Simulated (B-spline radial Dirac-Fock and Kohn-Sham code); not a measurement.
Widths and yields of inner-shell holes in Au⁵⁺

System: Au⁵⁺, configuration 1s2 2s2 2p6 3s2 3p6 3d10 4s2 4p6 4d10 4f14 5s2 5p6 5d6.

Input of the calculation (task.json; shells as n, l, electrons):

```json
{"items": [{
  "Z": 79,
  "q": 5,
  "cfg": [[1, 0, 2], [2, 0, 2], [2, 1, 6], [3, 0, 2], [3, 1, 6], [3, 2, 10], [4, 0, 2], [4, 1, 6], [4, 2, 10], [4, 3, 14], [5, 0, 2], [5, 1, 6], [5, 2, 6]],
  "A": 197,
  "rrms": 5.4371,
  "do": ["binding", "quiet", "decay"],
  "holes": ["K", "L1", "L2", "L3", "M1", "M2", "M3", "M4", "M5", "N1", "N2", "N3", "N4", "N5", "N6", "N7"]
}]}
```

Command: `python xray_run.py task.json out`

Level of theory: independent-particle rates on relativistic LDA orbitals of the hole state (multipoles up to L = 3, Coulomb Auger matrix elements, transition energies from Dirac-Fock); a B-spline atomic structure program.

Partial widths are in eV. Coster-Kronig decay leaves a hole in the same principal shell; its rates are the weakest part of the model, often 1.5 to 2.5 times too large and more for N holes. Holes without an open Auger channel, or with an unreliable SCF state, are not listed.

```csv
hole,radiative,Auger,Coster-Kronig,total,fluorescence yield,lifetime (fs)
K (1s),48.8,1.67,0,50.5,0.967,0.0130
L1 (2s),1.13,2.00,7.38,10.5,0.108,0.0626
L2 (2p1/2),1.95,2.90,0.733,5.58,0.349,0.118
L3 (2p3/2),1.72,3.84,0,5.55,0.309,0.119
M1 (3s),0.0438,1.19,16.9,18.1,0.00242,0.0364
M2 (3p1/2),0.0472,1.30,11.0,12.3,0.00382,0.0533
M3 (3p3/2),0.0502,1.64,8.18,9.88,0.00509,0.0666
M4 (3d3/2),0.0627,2.19,0,2.25,0.0279,0.293
M5 (3d5/2),0.0590,2.30,0,2.36,0.0250,0.279
N1 (4s),0.00167,0.170,10.5,10.7,0.000155,0.0614
N2 (4p1/2),0.00256,0.182,12.2,12.3,0.000207,0.0533
N3 (4p3/2),0.00163,0.200,7.36,7.57,0.000215,0.0870
N4 (4d3/2),0.00185,0.229,7.15,7.38,0.000250,0.0892
N5 (4d5/2),0.00159,0.263,6.63,6.89,0.000231,0.0955
```
